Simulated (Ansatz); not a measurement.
Total energies of SnBr₂⁻ (the lowest doublet isomer of a short search) from Ansatz at r2SCAN-D4/def2-TZVPD, gas phase (1 Eh = 27.2114 eV = 2625.5 kJ/mol). The reference geometry is relaxed at PBE-D4/def2-TZVPD.

Cartesian coordinates in Å:
```
Sn -0.536 -0.076 -1.030
Br -1.222 -1.079 1.374
Br 1.759 1.156 -0.344
```

| state | geometry | energy (Eh) |
| --- | --- | --- |
| charge -1 doublet | reference | -5362.85455 |
| charge 0 singlet | reference | -5362.78010 |
| charge -1 quartet | relaxed at PBE-D4/def2-TZVPD | -5362.76446 |

In the def2 sets Sn takes a core potential; there is no spin–orbit coupling.

Question: Work out the vertical ionisation energy to the singlet.

Answer: E(charge 0 singlet) − E(charge -1 doublet) = -5362.78010 − (-5362.85455) = 0.07445 Eh = 2.03 eV. For comparison, −ε of the highest occupied level of the spin that leaves is -0.35 eV at this level, 2.38 eV less.

Question: Which of the charge -1 states is lowest, and how far above it are the others?

Answer: The doublet. quartet: -5362.76446 − (-5362.85455) = 0.09009 Eh = 236.5 kJ/mol.

At r2SCAN-D4/def2-TZVPD the highest occupied level of the charge -1 doublet lies above zero (up to 0.35 eV). By energy differences its removal costs 2.03 eV (vertical, to the charge 0 singlet, at r2SCAN-D4/def2-TZVPD); a positive level beside a positive removal energy at the same level points to self-interaction error. At r2SCAN-D4/def2-TZVPD the highest occupied level of the charge -1 quartet lies above zero (up to 0.18 eV). It is a level of α spin, whose loss leaves a triplet; that state wasn't run at this geometry and level. The electron is either unbound and held by the finite basis, or the level is raised by self-interaction error. 

The structure comes from a short search, and lower isomers may exist.
